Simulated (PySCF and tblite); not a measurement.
The numbers below are computed, except where a source is named.
C₇H₈F₂, numbered as in [F:1][CH2:2][C:3]1=[CH:4][C:5]([F:6])=[CH:7][CH2:8][CH2:9]1.

Free energies: PBE0-D3(BJ)/pcSseg-1 on GFN2-xTB structures plus GFN2-xTB thermal terms, symmetry and mirror images included. Conformers within 3 kcal/mol (GFN2-xTB free energy) were kept, 10 at most. Codes: tblite and PySCF.

Rotational constants are equilibrium values for the commonest isotopes; dipoles come from the energy level named.

Torsions listed: F1–C2–C3–C9. The 6-ring runs over atoms 3–4–5–7–8–9. Of a mirror pair one member is shown.

```tsv
conformer	shape	symmetry
1	6-ring half-chair (ring torsions -14, -1, 31, -44, 33, -4°); -173°	C1 (pair)
2	6-ring half-chair (ring torsions -14, -2, 31, -43, 31, -2°); 55°	C1 (pair)
3	6-ring half-chair (ring torsions 13, 1, -29, 43, -32, 4°); 43°	C1 (pair)
```

Give the rotational constants and dipole components, as needed to look for these species in a jet-cooled rotational spectrum.


| conformer | A (MHz) | B (MHz) | C (MHz) | abs μa (D) | abs μb (D) | abs μc (D) | κ | Ic−Ia−Ib (u Å²) |
| --- | --- | --- | --- | --- | --- | --- | --- | --- |
| 1 | 2515 | 1171 | 822 | 0.64 | 3.30 | 0.01 | -0.59 | -17.7 |
| 2 | 3100 | 1030 | 814 | 0.43 | 0.53 | 1.02 | -0.81 | -33.0 |
| 3 | 3073 | 1026 | 809 | 0.40 | 0.88 | 1.37 | -0.81 | -31.8 |

Which type of transition is strongest for conformer 1?

b-type, since that component is clearly the largest; the top is asymmetric (κ = -0.59).

The minima are those of GFN2-xTB; planar forms about aryl–S or allylic bonds may be saddles in DFT.


Conformer gaps in pcSseg-1 on xTB geometries can be 2 kcal/mol off for S=O, P=O and other polar bonds.